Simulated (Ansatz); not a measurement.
Computed with Ansatz on PBE0-D4/def2-TZVP structures; ΔE is electronic, products minus reactants. CCSD(T)/CBS adds triple-zeta CCSD(T) − MP2 to the extrapolated MP2 energy (def2 sets, frozen cores). Functionals use def2-TZVPP. HSE06 is defined as in plane-wave codes. def2 core potentials past Kr. For In outer-core shells are correlated without core-valence functions, which leaves a few kJ/mol of doubt a bond. One conformer a species, not always the lowest.

Reaction (redistribution): `[CH3][In]([F])[SH]` + `N#C[SiH2]CF` → `[CH3][In]([F])[C]#N` + `FC[SiH2]S`

```
           level  ΔE (kJ/mol)
       revPBE-D4         37.7
         BLYP-D4         43.6
      r2SCAN0-D4         39.2
        HSE06-D4         38.7
         LC-ωPBE         31.6
   CCSD/def2-SVP         38.4
CCSD(T)/def2-SVP         38.6
  MP2/def2-TZVPP         35.8
```

**Question.** What does CCSD(T)/CBS give? (An estimate is asked.)

**Answer.** Ansatz gave: +37.3 kJ/mol. The listed levels differ from it by 0.4, 6.3, 1.9, 1.4, -5.7, 1.1, 1.3, -1.5 kJ/mol.

Largest T1 diagnostic among the species: 0.015.

From BLYP to BHLYP (50 % exact exchange), in def2-TZVPP and without D4, ΔE moves by −5.2 kJ/mol. Leaving LDA and LC-ωPBE aside and taking each functional with its dispersion term where it has one, the values, not all of them listed here, spread over 9.9 kJ/mol, from ωB97X-V to BLYP-D4.

CCSD(T)/CBS has its own doubt, a few kJ/mol and more with outer-core shells, so smaller differences from it don't rank the levels.
